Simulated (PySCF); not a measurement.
Mapped SMILES: `[BH2-:1]1[O:2][CH:3]=[CH:4][C:5]([c:6]2[cH:7][cH:8][cH:9][cH:10][cH:11]2)=[O+:12]1`. Each H is labelled by its parent atom.

Geometry: PBE0-D3(BJ)/def2-SVP; GIAO shifts from PySCF, gas phase, non-relativistic, averaged over equivalent atoms.

At PBE0/pcSseg-1 (249 basis functions, 63 s wall time on 1 thread of an Arm Neoverse V2, shared host):
```tsv
atoms	δ (ppm)
B1	-0.4
O2	280.2
O12	255.7
C5	186.4
C3	186.2
C9	141.0
C6	135.6
C7/C11	135.1
C8/C10	134.1
C4	100.2
H(C7)/H(C11)	8.28
H(C3)	7.90
H(C9)	7.76
H(C8)/H(C10)	7.64
H(C4)	6.26
H(B1)	3.93
```

References, each an isolated molecule treated in the same way: BF3·OEt2 for ¹¹B (σref 100.73); ¹⁷O (σref 334.56) vs H2O; TMS for ¹³C (σref 184.41) and ¹H (σref 31.27).

Task: Estimate the result of repeating the calculation with mPW1PW91/pcSseg-2.

Result: 
```tsv
atoms	δ at mPW1PW91/pcSseg-2	change
B1	0.9	+1.3
O2	274.4	-5.8
O12	252.4	-3.3
C5	192.7	+6.3
C3	190.7	+4.5
C9	145.1	+4.1
C6	141.6	+6.0
C7/C11	139.7	+4.6
C8/C10	138.2	+4.1
C4	103.0	+2.8
H(C7)/H(C11)	8.43	+0.15
H(C3)	8.07	+0.17
H(C9)	7.85	+0.09
H(C8)/H(C10)	7.71	+0.07
H(C4)	6.54	+0.28
H(B1)	3.93	+0.00
```

Scale: ¹¹B (σ = 99.12 ppm) vs BF3·OEt2; H2O for ¹⁷O (σ = 327.10 ppm); ¹³C (σ = 183.53 ppm), ¹H (σ = 31.29 ppm) vs TMS (reference shieldings calculated alike).

The largest change is at C5 (ketone carbonyl carbon). Cost: 558 basis functions, 3.5 min wall time on 1 thread of an Arm Neoverse V2, shared host. The order of the carbon signals is the same at both levels.

Unscaled 17O shifts of doubly bonded oxygen tend to come out too high, by tens of ppm or more. Experimental scales use liquid or dissolved standards, which lie at an offset from isolated H2O (liquid H2O: subtract about 36 ppm).
